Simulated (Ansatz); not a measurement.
CH2AlFSe. Total charge 0; spin multiplicity 1. The bonds changed during the relaxation, so this is another structure than the one it started from. Geometry: relaxed with PBE0-D4/def2-TZVP.

```xyz
6

F    -0.408   -2.084   -0.916
C    -0.097   -1.026   -0.221
Al   -0.023    0.932   -0.046
Se    0.636   -1.124    1.406
H    -1.335    1.649    0.466
H     1.227    1.653   -0.689
```

Question: What is the dipole moment at ωB97M-V/def2-TZVPP? (An estimate is asked.)

Answer: Computed: 0.43 D, with components (0.05, -0.41, 0.12) D in this frame, pointing from negative to positive charge.

Question: And with PBE, r2SCAN, B3LYP? (Best estimate.)

Answer: The calculation gave: PBE 0.67 D, r2SCAN 0.58 D, B3LYP 0.47 D.

Question: Give the Mulliken charges with ωB97M-V, B3LYP, PBE in def2-TZVPP. (An estimate is asked.)

Answer: The calculation gave: 
| atom | ωB97M-V | B3LYP | PBE |
| --- | --- | --- | --- |
| F1 | -0.10 | -0.11 | -0.06 |
| C2 | 0.03 | 0.05 | 0.04 |
| Al3 | 0.33 | 0.38 | 0.30 |
| Se4 | -0.01 | -0.03 | -0.02 |
| H5 | -0.12 | -0.15 | -0.13 |
| H6 | -0.12 | -0.15 | -0.13 |

B3LYP here is the variant with VWN-RPA as its local correlation; programs differ in this.
